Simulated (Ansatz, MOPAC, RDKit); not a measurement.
System: SiN3H6Cl, charge 0, multiplicity 1. SMILES: N[Si](Cl)(N)N

Atoms: N1, Si2, N3, N4, Cl5, H6, H7, H8, H9, H10, H11. Bonds: N1-Si2, N1-H6, N1-H7, Si2-N3, Si2-N4, Si2-Cl5, N3-H8, N3-H9, N4-H10, N4-H11.

Bond lengths (Å) and angles (degrees) optimised at MMFF94 with RDKit; AM1 with MOPAC; PM3 with MOPAC; MNDO with MOPAC; HF/3-21G with Ansatz (a first-principles code); MP2/6-31G* with Ansatz, each started from the B3LYP-D3(BJ)/def2-TZVP structure (Ansatz) of the last column. A row stands for all coordinates that are equal there; 6 of 12 kinds are shown. 6-31G* holds six Cartesian d functions. No wavenumbers were computed at MMFF94, MNDO, MP2/6-31G*, so these may be saddle points.

```json
[
 {"coordinate": "N1-Si2", "MMFF94": "1.655", "AM1": "1.689", "PM3": "1.767", "MNDO": "1.698", "HF/3-21G": "1.715", "MP2/6-31G*": "1.715", "B3LYP-D3(BJ)/def2-TZVP": "1.704"},
 {"coordinate": "N1-H6", "MMFF94": "1.017", "AM1": "0.985", "PM3": "0.998", "MNDO": "0.988", "HF/3-21G": "1.000", "MP2/6-31G*": "1.012", "B3LYP-D3(BJ)/def2-TZVP": "1.007"},
 {"coordinate": "Si2-Cl5", "MMFF94": "1.996", "AM1": "2.130", "PM3": "2.168", "MNDO": "2.142", "HF/3-21G": "2.219", "MP2/6-31G*": "2.095", "B3LYP-D3(BJ)/def2-TZVP": "2.102"},
 {"coordinate": "N1-Si2-N3", "MMFF94": "100.6", "AM1": "112.8", "PM3": "111.8", "MNDO": "111.7", "HF/3-21G": "112.4", "MP2/6-31G*": "109.9", "B3LYP-D3(BJ)/def2-TZVP": "110.2"},
 {"coordinate": "N1-Si2-N4", "MMFF94": "100.6", "AM1": "112.8", "PM3": "111.8", "MNDO": "111.7", "HF/3-21G": "112.4", "MP2/6-31G*": "109.8", "B3LYP-D3(BJ)/def2-TZVP": "110.1"},
 {"coordinate": "N1-Si2-Cl5", "MMFF94": "117.3", "AM1": "105.9", "PM3": "107.0", "MNDO": "107.2", "HF/3-21G": "106.4", "MP2/6-31G*": "109.1", "B3LYP-D3(BJ)/def2-TZVP": "108.8"}
]
```

Mean signed difference of all 10 bond lengths from B3LYP-D3(BJ)/def2-TZVP: MMFF94 -0.019 Å, AM1 -0.015 Å, PM3 0.020 Å, MNDO -0.009 Å, HF/3-21G 0.011 Å, MP2/6-31G* 0.006 Å.
